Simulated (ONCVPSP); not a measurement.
**Transferability test, ONCV potential for Mg**

Mg, optimised norm-conserving Vanderbilt (ONCV), made with ONCVPSP 4.0.1 (PW91, scalar-relativistic). Core [Ne], reference 3s1 3p1. Waves: 3s: rc 1.95 bohr, ncon 3, nbas 7, qcut 3 1/bohr, 3 projectors, debl 0.5 Ha; 3p: rc 2.20 bohr, ncon 3, nbas 7, qcut 3.7 1/bohr, 2 projectors, debl 0.8 Ha. Local part: polynomial inside 1.30 bohr (lpopt 5, dvloc0 0 Ha). Core correction: Teter function, fcfact 2, rcfact 1.65.

Energies are relative to the spin-unpolarised reference configuration 3s1 3p1; without spin polarisation the order of configurations can differ from experiment.

```
valence configuration  charge  ΔE all-electron (eV)  error AE − PS (meV)
              3s2 3p0       0                -3.494                 -3.2
            3s1.5 3p0    +0.5                -0.332                 +0.2
              3s0 3p2       0                 3.691                 +1.3
```

Question: What are ΔE and the potential's error for 3s1 3p0?

Answer: ΔE = 4.499 eV all-electron; the error (AE − PS) is -5.1 meV.

Levels in the configuration 3s1.5 3p0:

```csv
level,all-electron (eV),pseudo (eV)
3s,-7.955,-7.953
```

Note: ghosts flagged at negative energy: s at -68.4 eV; GHOST(+) flagged for s at 572.1 eV. A true bound ghost makes a file unfit for plane-wave use.
